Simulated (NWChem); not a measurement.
System: NbF₆ anion; SMILES [F][Nb-]([F])([F])([F])([F])[F]

No frequency run checked for a minimum. B3LYP is NWChem's, with the RPA form of VWN correlation. def2 effective core potentials on Nb; no spin-orbit coupling.

### Question
Give the equilibrium geometry at B3LYP/def2-SVPD with def2 effective core potentials on Nb (NWChem) as a list of bonds and angles, with the point group.

### Answer
point group Oh; any orientation.
Bonded distances (Å): Nb1–F2 1.917, Nb1–F3 1.917, Nb1–F4 1.917, Nb1–F5 1.917, Nb1–F6 1.917, Nb1–F7 1.917. Angles (°): F2–Nb1–F3 180.0, F2–Nb1–F4 90.0, F2–Nb1–F5 90.0, F2–Nb1–F6 90.0, F2–Nb1–F7 90.0, F3–Nb1–F4 90.0, F3–Nb1–F5 90.0, F3–Nb1–F6 90.0, F3–Nb1–F7 90.0, F4–Nb1–F5 90.0, F4–Nb1–F6 90.0, F4–Nb1–F7 180.0, F5–Nb1–F6 180.0, F5–Nb1–F7 90.0, F6–Nb1–F7 90.0.
